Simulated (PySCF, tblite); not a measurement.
Isomers of C4H10NO2Si (doublet state), one GFN2-xTB conformer each. Single-point energies are computed at B3LYP/pcH-1 (PySCF, gas phase, no added dispersion term), electronic only. GFN2-xTB treats the open shell by occupation alone, and not every SCF solution was tested for stability.

Task: Rank them by B3LYP/pcH-1 energy, lowest first (kcal/mol).
A. `[CH3:1][N:2][CH:3]1[O:4][CH2:5][SiH2:6][CH2:7][O:8]1` (doublet state) with C1–N2–C3–O4 -50°, N2–C3–O4–C5 -61°, C3–O4–C5–Si6 -55°, O4–C5–Si6–C7 43°, C5–Si6–C7–O8 -46°
B. `[OH:1][CH:2][O:3][CH2:4]/[CH:5]=[N:6]\[CH2:7][SiH3:8]` (doublet state) with H–O1–C2–O3 177°, O1–C2–O3–C4 31°, C2–O3–C4–C5 63°, O3–C4–C5–N6 -176°, C5–N6–C7–Si8 96°

Result: A (0.0), B (8.1).

As drawn, the higher has an O–H bond, which the lower lacks. GFN2-xTB itself gives, in the same order: 0.0, 15.4. Both levels put the same isomer lowest.

Task: What happens when harmonic zero-point energies from GFN2-xTB frequencies are added?

Result: 
| SMILES | ZPE (kcal/mol) | electronic (kcal/mol) | with ZPE (kcal/mol) |
| --- | --- | --- | --- |
| C[N]C1OC[SiH2]CO1 | 84.5 | 0.0 | 0.0 |
| O[CH]OC/C=N\C[SiH3] | 82.2 | 8.1 | 5.8 |

The zero-point energies span 2.3 kcal/mol. The order is unchanged.
